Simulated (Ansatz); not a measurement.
Ag₃Br₂, relaxed as a doublet with UKS PBE0-D4/def2-SVP in Ansatz, starting from the GFN1-xTB geometry. Force threshold 0.02 eV/Å.

In the def2 sets Ag takes a core potential; there is no spin–orbit coupling. The relaxation made no stability test and no search for a lower SCF solution. No other spin state of charge 0 was run. The structure comes from a short search, and lower isomers may exist.

Start:

```csv
atom,x (Å),y (Å),z (Å)
Ag1,-1.0979,-1.7644,0.7882
Ag2,-0.2689,1.5714,-0.7670
Ag3,1.5275,-1.1466,0.6422
Br4,2.2963,1.0599,-0.5544
Br5,-2.4570,0.2797,-0.1090
```

Question: Estimate the energy that the relaxation releases and the steps that it takes.

Answer: 29.3 kJ/mol, in 5 steps; 62 s on 4 threads of Arm Neoverse N1 on a shared host. No frequencies were taken in this run, so the end may be a saddle point.

Question: Does the start keep its bonding?

Answer: By distances, no bond broke or formed, bridged metal pairs apart. The bond that changes most is Ag2–Br4, from 2.62 to 2.52 Å (atoms count from 1). Metal–metal contacts that move far: Ag1–Ag2 3.77 to 2.96 Å, Ag2–Ag3 3.55 to 2.96 Å. The end is the same structure that another start reached, the lowest one found.

Question: Predict the relaxed structure.

Answer: 
Cartesian coordinates in Å:
```
Ag -1.087 -1.517 0.737
Ag -0.202 1.025 -0.505
Ag 1.602 -1.081 0.538
Br 2.316 1.184 -0.572
Br -2.628 0.389 -0.199
```
Bond lengths (bridged metal pairs left out): 4 × Ag–Br 2.52 to 2.62 Å; 1 × Ag–Ag 2.73 Å.
